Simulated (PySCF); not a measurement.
Br³⁰⁺ (bromine, charge +30) across methods

[He] 2s2 2p1, 2P determinant. All numbers are calculated (PySCF 2.14, the spin-free X2C one-electron Hamiltonian (Gaussian nucleus), in an even-tempered Gaussian basis (19 s from 8.7 bohr⁻², ratio 2.2; 12 p from 11 bohr⁻², ratio 2.2; 6 d from 46 bohr⁻², ratio 2.4; 5 f from 69 bohr⁻², ratio 2.4; 4 g from 100 bohr⁻², ratio 2.4)).

```csv
method,E (hartree),mean ε 2s α (eV),mean ε 2s β (eV),mean ε 2p α (eV),Σ⟨r²⟩ (bohr²),⟨S²⟩
MN15,-1632.381,-3554.7,-3548.0,-3423.4,0.1053,0.750
PBE0,-1630.727,-3563.0,-3545.2,-3439.1,0.1055,0.750
M06,-1630.805,-3562.4,-3546.4,-3437.7,0.1055,0.750
r2SCAN,-1630.796,-3552.5,-3535.6,-3429.1,0.1055,0.750
PBE,-1630.695,-3547.0,-3532.4,-3421.1,0.1055,0.750
UHF,-1630.69033,-3609.8,-3582.0,-3492.4,0.1055,0.750
LDA,-1627.480,-3542.9,-3527.6,-3415.6,0.1057,0.750
```

Spin-orbit coupling, absent here, splits the open shell strongly.
